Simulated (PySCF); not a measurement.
Ge(F)(SH)3 (FGeH₃S₃), SMILES [SH][Ge]([SH])([F])[SH]. Heavy atoms are numbered as in [F:1][Ge:2]([SH:3])([SH:4])[SH:5]. Hydrogens are named by the atom that carries them.

Geometry: B3LYP-D3(BJ)/def2-SVP. The structure was generated by enumeration, and PubChem lists no compound with its InChIKey, so it may never have been made. One conformer was computed; it need not be the lowest.

Computed with PBE/pcSseg-1 (PySCF).

GIAO shieldings, no solvent; atoms alike by connectivity are averaged. δ = σ(ref) − σ: ¹⁹F against CFCl3 (σ = 133.6 ppm); ⁷³Ge against GeH4 (σ = 1614.4 ppm); ³³S against H2S (σ = 706.5 ppm); ¹H against TMS (σ = 31.49 ppm), references at their B3LYP-D3(BJ)/def2-TZVP geometries, non-relativistic.

```tsv
nucleus	atoms	count	δ (ppm)
¹⁹F	F1	1	-73.9
⁷³Ge	Ge2	1	541.3
³³S	S3 (SH)	3	137.8
¹H	H on S3	3	2.26
```
